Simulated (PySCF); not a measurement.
Species: In(AsH3)Cl3.
Bonds: In1–As2, In1–Cl6, In1–Cl7, In1–Cl8. Hydrogens: H3, H4, H5 on As2.

Computed with PySCF, PBE0-D3(BJ)/def2-SVP geometry optimisation, gas phase, def2 core potentials past Kr.

(1) How far are the bound atoms from In1?

(2) List the angles at In1.

(3) What is the shape at In1?

(4) What are the other bond lengths?

## Answers

(1) 4 atoms: Cl7 2.341 Å, Cl8 2.341 Å, Cl6 2.346 Å, As2 2.799 Å. The nearest atom not counted as bound is H4, at 3.75 Å (others tie with it).

(2) 
```csv
angle,degrees,distance of the outer atoms (Å)
Cl6–In1–Cl8,119.6,4.05
Cl6–In1–Cl7,118.8,4.03
Cl7–In1–Cl8,116.2,3.98
As2–In1–Cl7,98.3,3.90
As2–In1–Cl8,97.6,3.88
As2–In1–Cl6,97.6,3.88
```

(3) Distorted tetrahedral: angles from 97.6° to 119.6°; τ4 = (360° − α − β)/141° = 0.86 with α and β the two widest (0 for a square, 1 for a tetrahedron).

(4) As2–H3, As2–H4, As2–H5 1.507 Å.

Charge 0, singlet. PBE0-D3(BJ)/def2-SVP frequencies: not computed here.

Time: 68 s of wall time; peak memory 0.53 GiB. Hardware: Arm Neoverse V1, one thread, shared host with 32 logical CPUs at a one-minute load of 29. This is the geometry optimisation.
